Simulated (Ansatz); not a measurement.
Reaction: MgCl2 (SMILES [Mg]([Cl])[Cl]) → MgCl2 (parent SMILES [Cl][Mg][Cl], triplet)
Each species at its own B3LYP-D3(BJ)/def2-TZVP minimum (Ansatz, a program for electronic structure).

Wanted: adiabatic triplet-singlet gap (electronic), in kJ/mol. Open shells are spin-unrestricted; no spin-orbit coupling. Cores are frozen in correlated methods. No relativity. CBS(X,Y): correlation extrapolated as X^-3, Hartree-Fock from the larger set. A bracket is a step between two methods taken in the basis named. The spin of Cl2Mg (parent SMILES [Cl][Mg][Cl], triplet) was assumed, and the state is the lowest solution found for it.

| level | program | adiabatic triplet-singlet gap (kJ/mol) | difference against the last row |
|---|---|---|---|
| HF/def2-SVP | Ansatz | 350.3 | -43.8 |
| r2SCAN/def2-TZVPD | Ansatz | 346.7 | -47.4 |
| MP2/def2-SVP | Ansatz | 380.0 | -14.1 |
| MP2/def2-TZVPP | Ansatz | 394.4 | 0.3 |
| CCSDT(Q)/def2-SVP | Ansatz | 367.7 | -26.4 |
| CCSDT(Q)/def2-TZVPP | Ansatz | 381.6 | -12.5 |
| CCSD(T)/CBS(def2-TZVPP,def2-QZVPP) + [CCSDT(Q) - CCSD(T)]/def2-TZVPP | Ansatz | 394.1 | 0.0 |
